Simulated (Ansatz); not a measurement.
`C[CH2][InH][OH]` and `C[CH2][AlH][OH]` differ in one element.

Ansatz, PBE0-D4/def2-TZVP geometries, multiplicity 1. Each molecule was computed in one conformer, which needn't be the lowest.

Elements past krypton have def2 core potentials.

```csv
property,`C[CH2][InH][OH]`
HOMO–LUMO gap (PBE/def2-TZVPP) / eV,4.29
size of the dipole moment (B3LYP/def2-TZVPP) / D,2.76
LUMO energy (B3LYP/def2-TZVPP) / eV,-1.39
HOMO–LUMO gap (B3LYP/def2-TZVPP) / eV,5.72
"ideal-gas entropy at 298 K and 1 bar (rigid rotor, harmonic PBE0-D4/def2-TZVP) / J/(mol·K)",363
LUMO energy (ωB97M-V/def2-TZVPP) / eV,0.27
```

Task: Give the same properties after the change, and the shifts. (An estimate is asked.)

Result: The calculation gave: 
```tsv
property	`C[CH2][AlH][OH]`	shift
HOMO–LUMO gap (PBE/def2-TZVPP) / eV	5.02	0.73
size of the dipole moment (B3LYP/def2-TZVPP) / D	1.86	-0.90
LUMO energy (B3LYP/def2-TZVPP) / eV	-0.68	0.71
HOMO–LUMO gap (B3LYP/def2-TZVPP) / eV	6.65	0.93
ideal-gas entropy at 298 K and 1 bar (rigid rotor, harmonic PBE0-D4/def2-TZVP) / J/(mol·K)	334	-29
LUMO energy (ωB97M-V/def2-TZVPP) / eV	1.10	0.83
```

With PBE0 the HOMO falls by 0.21 eV and the LUMO rises by 0.66 eV, so the gap widens by about 0.87 eV. PBE moves the HOMO by -0.14 eV and ωB97M-V by -0.26 eV. Dipoles are sizes alone; their direction can turn. Modes under 60 cm⁻¹, often nearly free rotors, make the harmonic entropy too high.

B3LYP here is the variant with VWN-RPA as its local correlation; programs differ in this.
